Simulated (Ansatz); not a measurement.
Gas-phase electronic energies from Ansatz, PBE0-D4/def2-TZVP geometries. CBS: MP2 limit from def2 TZ/QZ plus the TZ coupled-cluster correction, frozen cores. This one scheme is used for every species. Functionals use def2-TZVPP. Each species was taken in one conformer, which may not be the lowest.

Consider the substitution at a C–Si bond: `O[Si](O)(F)C[SiH2]Cl` + H–F → `O[Si](O)(F)CF` + `[SiH3]Cl`.

CCSD(T)/CBS gives +1.50 eV.

(1) Another level gave +1.07 eV. Which?
A. PBE-D4/def2-TZVPP
B. PBE0-D4/def2-TZVPP
C. HF/def2-TZVPP
D. PBE/def2-TZVPP

Largest T1 diagnostic among the species: 0.011.

Answers

(1) C. HF/def2-TZVPP 1.07, PBE-D4 1.38, PBE 1.27, PBE0-D4 1.44 eV.

In def2-TZVPP, CCSD(T) changes the Hartree–Fock value by +0.37 eV (the triples alone add +0.05 eV) and MP2 by +0.52 eV. From PBE to PBE0 (25 % exact exchange), in def2-TZVPP and without D4, ΔE moves by +0.07 eV.
